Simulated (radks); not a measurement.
Question: Cs2+, 53 electrons, occupied as [Kr] 4d10 5s2 5p5. Method: Dirac Kohn-Sham, BLYP, spin-unpolarised, spherical densities, point nucleus; open shells fill j = l - 1/2 first; computed with a radial shooting solver on a logarithmic mesh with Libxc functionals.

Spin-orbit splittings of the eigenvalues, e(l+1/2) - e(l-1/2), with zeta = 2 splitting/(2l+1) and mean radii in bohr:

shell  occ.  splitting (eV)  zeta (eV)  <r> j=l-1/2  <r> j=l+1/2
2p        6           352.4      235.0      0.09402      0.09991
3p        6               ?          ?       0.2887       0.3005
3d       10           14.34      5.735       0.2714       0.2751
4p        6           13.81      9.209       0.7204       0.7480
4d       10           2.293     0.9173       0.8299       0.8403
5p        5           1.823      1.215        1.938        2.019

Estimate the 3p splitting.

Answer: 67.52 eV (zeta = 45.02 eV).
